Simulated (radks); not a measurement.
Question: Tc I, configuration [Kr] 4d5 5s2. Method: scalar-relativistic Kohn-Sham, PBE, spin-polarised, spherical densities, point nucleus; open shells are filled with parallel spins first (spin-orbit coupling, left out, can overturn this in heavy ions); hard spherical wall at 10 bohr; computed with a radial shooting solver on a logarithmic mesh with Libxc functionals. Some entries of the table are withheld. Estimate them.

orbital  occ.  eigenvalue (eV)  <1/r> (bohr^-1)  <r> (bohr)
1s down     1        -20868.11            44.71     0.03428
1s up       1        -20868.11            44.71     0.03428
2s up       1        -2977.051            10.08      0.1496
2s down     1        -2976.440            10.09      0.1496
2p up       3        -2664.263            9.793      0.1304
2p down     3        -2663.807            9.794      0.1304
3s up       1        -518.1849            3.480      0.4154
3s down     1        -517.8713            3.479      0.4154
3p up       3        -415.5512            3.312      0.4164
3p down     3        -415.1947            3.311      0.4163
3d up       5        -249.5510            3.082      0.3991
3d down     5        -248.9901            3.082      0.3990
4s up       1         -74.3064            1.286       1.061
4s down     1         -71.1758            1.298       1.054
4p up       3         -46.3989            1.144       1.176
4p down     3         -43.0116            1.154       1.170
4d up       5          -7.7764              (1)       1.693
5s up       1          -5.4979           0.4021       3.195
4d down     0          -4.4959              (2)       1.818
5s down     1          -4.1984           0.3651       3.474
5p up       0          -1.4998           0.2967         (3)
5p down     0          -0.8942           0.2683         (4)
6s up       0           1.7294           0.2172       6.045
6s down     0           2.0820           0.2208       6.062
4f up       0           4.6595           0.1689       6.333
4f down     0           4.6824           0.1648       6.442

Answer: 
(1) 4d up <1/r> (bohr^-1): 0.7962
(2) 4d down <1/r> (bohr^-1): 0.7633
(3) 5p up <r> (bohr): 4.213
(4) 5p down <r> (bohr): 4.550
